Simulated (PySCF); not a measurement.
# Hartree-Fock beside MP2: GeH3O anion

These are calculations, not measurements. The program is PySCF 2.14.0, an open-source quantum chemistry code, run on an isolated molecule that a program drew, which may never have been made. The molecule is GeH3O anion (charge -1, singlet), drawn as the SMILES string `[OH][GeH2-]`.

The geometry was optimised and harmonic frequencies were computed with HF and MP2, all in the aug-cc-pVDZ basis, for the commonest isotopes, with a restricted reference for singlets and an unrestricted one otherwise, and a frozen core in MP2. Germanium has the aug-cc-pVDZ-PP basis, with a core potential (ECP10MDF) in place of its 10 inner electrons, and its 3s, 3p and 3d shells are frozen in MP2. Each result is a local minimum of its method.

Geometry at the HF minimum:
```xyz
5
GeH3O anion, angstrom
O    -0.3004    0.6416    1.6591
Ge    0.7999   -0.7829    2.2621
H     0.1589    1.1842    1.0419
H     1.3604   -1.2486    0.8063
H     2.1310    0.0977    2.5830
```

Lengths of the bonds as drawn, in Å (atoms numbered as above):
| bond | HF | MP2 |
|---|---|---|
| O1-Ge2 | 1.898 | 1.955 |
| O1-H3 | 0.941 | 0.968 |
| Ge2-H4 | 1.628 | 1.633 |
| Ge2-H5 | 1.628 | 1.633 |

Rotational constants, in GHz:
| constant | HF | MP2 |
|---|---|---|
| A | 85.34 | 83.69 |
| B | 9.286 | 8.832 |
| C | 9.233 | 8.751 |

Harmonic frequencies in cm^-1, each column in rising order, so a row needn't be the same motion in every method:
| rank | HF | MP2 |
|---|---|---|
| 1 | 290 | 272 |
| 2 | 545 | ? |
| 3 | 729 | 663 |
| 4 | 736 | 669 |
| 5 | 944 | 881 |
| 6 | 962 | 906 |
| 7 | 1709 | 1704 |
| 8 | 1742 | 1720 |
| 9 | 4187 | 3818 |

**Estimate the missing MP2 frequency from the HF column.**

A single factor s that minimises the squared misfit of MP2 against s times HF over the other rows is sum(HF x MP2) / sum(HF^2) = 0.9317, with an rms misfit of 61 cm^-1. For rank 2 it gives 0.9317 x 545 = 508 cm^-1. The calculation gives 497 cm^-1, 11 cm^-1 below the estimate. The drawn bonds are on average 1.6 % longer in MP2 than in HF.
